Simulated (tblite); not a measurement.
Species: C₅H₁₃NO₂Si.
SMILES with atom numbers: `[CH3:1][NH:2][C:3](=[O:4])[C@H:5]([CH3:6])[CH2:7][O:8][SiH3:9]` (hydrogens: H10, H11, H12 on C1; H13 on N2; H14 on C5; H15, H16, H17 on C6; H18, H19 on C7; H20, H21, H22 on Si9)

The geometry is computed with GFN2-xTB (gas phase).

(1) Give the optimised bond lengths and angles.

Results:

(1) 
| bond | length (Å) | order |
| --- | --- | --- |
| C1–N2 | 1.442 | single |
| N2–C3 | 1.348 | single |
| C3=O4 | 1.213 | double |
| C3–C5 | 1.534 | single |
| C5–C6 | 1.524 | single |
| C5–C7 | 1.533 | single |
| C7–O8 | 1.401 | single |
| O8–Si9 | 1.624 | single |
| C1–H10, C1–H11, C1–H12 | 1.091 | single |
| N2–H13 | 1.010 | single |
| C5–H14 | 1.096 | single |
| C6–H15, C6–H16, C6–H17 | 1.087 | single |
| C7–H18 | 1.096 | single |
| C7–H19 | 1.097 | single |
| Si9–H20, Si9–H21 | 1.465 | single |
| Si9–H22 | 1.455 | single |

Bonds in one row agree within 0.01 Å and their mean is given. Orders are formal, as drawn. A selection of angles:
| angle | degrees |
| --- | --- |
| C1–N2–C3 | 122.3 |
| N2–C3–O4 | 123.5 |
| N2–C3–C5 | 113.4 |
| O4–C3–C5 | 123.1 |
| C3–C5–C6 | 109.9 |
| C3–C5–C7 | 110.8 |
| C6–C5–C7 | 110.7 |
| C5–C7–O8 | 110.7 |
| C7–O8–Si9 | 129.2 |
| H13–N2–C1 | 118.2 |
| H13–N2–C3 | 118.4 |

Torsions: C1–N2–C3–O4 5° (synperiplanar); N2–C3–C5–C6 -179° (antiperiplanar); C3–C5–C7–O8 -72° (synclinal); C5–C7–O8–Si9 -173° (antiperiplanar).

Of the pairs four or more bonds apart, those above aside, O4···H12 is among the closest relative to their van der Waals radii: 2.34 Å, 86 % of the sum of Bondi's values. The 2 C–N bonds span 1.348 Å (N2–C3, drawn single) to 1.442 Å (C1–N2, drawn single), a spread of 0.094 Å. H13 on N2 lies 2.04 Å from O8, 5 bonds away (angle at H 130°; Bondi radii sum to 2.72 Å). The C–O distances run from 1.213 Å (C3=O4, drawn double) to 1.401 Å (C7–O8, drawn single), a spread of 0.188 Å. Si9 (oxygen-bound silicon) is distorted tetrahedral (angles from 98.3° to 114.0°). O8 (silyl ether oxygen) is bent (angle 129.2°). N2 (amide nitrogen) is almost planar (angles 122.3°, 118.4° and 118.2°, sum 358.8°, 0.08 Å off the plane of its three neighbours).

Point group: C1 (no symmetry element, even within 0.4 Å). Its GFN2-xTB frequencies are all real (lowest 16 cm⁻¹). One conformer, not necessarily the lowest. 3 starts were optimised and ended at 0.00, 1.63 and 2.53 kcal/mol (GFN2-xTB); the lowest of these is shown.
